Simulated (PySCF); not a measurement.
Copper: a sound run and one with changed settings

Sound run: Cu [Ar] 3d10 4s1, Cu+ [Ar] 3d10. All numbers are calculated (PySCF 2.14, the spin-free X2C one-electron Hamiltonian (Gaussian nucleus), in x2c-SVPall). The sound run starts from symmetry-adapted Hartree-Fock orbitals and uses a fine grid where one is needed.

Changed run: radial step 1.2 in ln r (0.13 in the sound run). This setting is unsound on purpose.

```json
{"species": "Cu", "method": "UHF", "sound run (hartree)": "-1652.84070", "changed run (hartree)": "-1652.84070", "converged": "yes"}
{"species": "Cu", "method": "M06-L", "sound run (hartree)": "-1654.37294", "changed run (hartree)": "-1652.00783", "converged": "yes"}
{"species": "Cu", "method": "LDA", "sound run (hartree)": "-1651.59065", "changed run (hartree)": "-1649.93451", "converged": "yes"}
{"species": "Cu+", "method": "UHF", "sound run (hartree)": "-1652.59959", "changed run (hartree)": "-1652.59959", "converged": "yes"}
{"species": "Cu+", "method": "M06-L", "sound run (hartree)": "-1654.08584", "changed run (hartree)": "-1651.78946", "converged": "yes"}
{"species": "Cu+", "method": "LDA", "sound run (hartree)": "-1651.27852", "changed run (hartree)": "-1649.64584", "converged": "yes"}
```

Ionisation energy of Cu:

```tsv
method	sound run (eV)	changed run (eV)
UHF	6.561	6.561
M06-L	7.812	5.942
LDA	8.493	7.855
```

A coarse radial grid mis-integrates the density and the exchange-correlation energy, with errors of either sign; Hartree-Fock needs no grid.

For comparison, NIST gives 7.726 eV between the lowest levels.
